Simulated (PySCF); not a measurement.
Species: C₄H₉Br.
Atom-mapped SMILES: `[CH3:1][CH:2]([CH3:3])[CH2:4][Br:5]` (hydrogens: H6, H7, H8 on C1; H9 on C2; H10, H11, H12 on C3; H13, H14 on C4)

Computed with PySCF, PBE0-D3(BJ)/def2-SVP geometry optimisation, gas phase.

Problem. Give the optimised bond lengths and angles.

Solution. 
```csv
bond,length (Å),order
"C1–C2, C2–C3",1.525,single
C2–C4,1.520,single
C4–Br5,1.948,single
C1–H6 and 5 like bonds,1.101,single
C2–H9,1.104,single
"C4–H13, C4–H14",1.099,single
```

Bonds in one row agree within 0.01 Å and their mean is given. Orders are formal, as drawn. A selection of angles:
```csv
angle,degrees
C2–C1–H6,110.8
H6–C1–H7,107.8
C1–C2–C3,111.4
C1–C2–C4,112.5
C1–C2–H9,108.5
C3–C2–C4,108.6
C3–C2–H9,108.2
C4–C2–H9,107.4
C2–C4–Br5,113.5
C2–C4–H13,111.5
Br5–C4–H13,105.2
H13–C4–H14,108.8
```

Torsions: C1–C2–C4–Br5 63° (synclinal). The mirror-image conformer, all signs reversed, is as good.

Of the pairs four or more bonds apart, Br5···H8 is among the closest relative to their van der Waals radii: 2.89 Å, 95 % of the sum of Bondi's values.

Point group: C1 (no symmetry element, even within 0.4 Å). No frequency check. One conformer, not necessarily the lowest.
